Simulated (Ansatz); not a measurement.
Relaxation of B2GeH6 (9 atoms, charge 0, multiplicity 1), to a largest force component of 0.02 eV/Å in at most 50 steps.

Theory: RKS PBE0/def2-SVP in Ansatz.

```xyz
9
Properties=species:S:1:pos:R:3:forces:R:3
B -1.006 0.650 -1.196 0.06 -0.11 0.16
Ge 0.652 0.265 -0.148 0.50 0.21 -0.11
B 0.233 -0.963 1.371 -0.09 0.10 -0.15
H -1.347 -0.055 -2.062 -0.25 -0.62 -0.81
H -1.706 1.540 -0.910 -0.58 0.84 0.25
H 1.303 1.533 0.336 0.11 0.74 0.41
H 1.735 -0.300 -1.026 0.41 -0.53 -0.53
H 0.256 -2.122 1.231 0.08 -1.05 -0.15
H -0.119 -0.548 2.404 -0.26 0.41 0.93
```

Problem. Where does it end, and by what steps?

Solution. The forces met the threshold. After 5 steps the energy has fallen by 0.198 eV; H7 moved furthest, 0.10 Å.

```tsv
step	energy less start (eV)	largest force component (eV/Å)	accepted
0	0.0000	1.050	yes
1	-0.1646	0.391	yes
2	-0.1901	0.246	yes
3	-0.1919	0.294	yes
4	-0.1978	0.024	yes
5	-0.1980	0.002	yes
```

```xyz
9
Properties=species:S:1:pos:R:3
B -1.020 0.643 -1.192
Ge 0.732 0.298 -0.166
B 0.218 -0.969 1.374
H -1.363 -0.092 -2.085
H -1.746 1.556 -0.878
H 1.316 1.618 0.382
H 1.782 -0.362 -1.087
H 0.232 -2.166 1.216
H -0.150 -0.527 2.436
```

Time of the run: 14 s on 2 threads of Arm Neoverse V1 (shared host), peak memory 0.18 GiB.
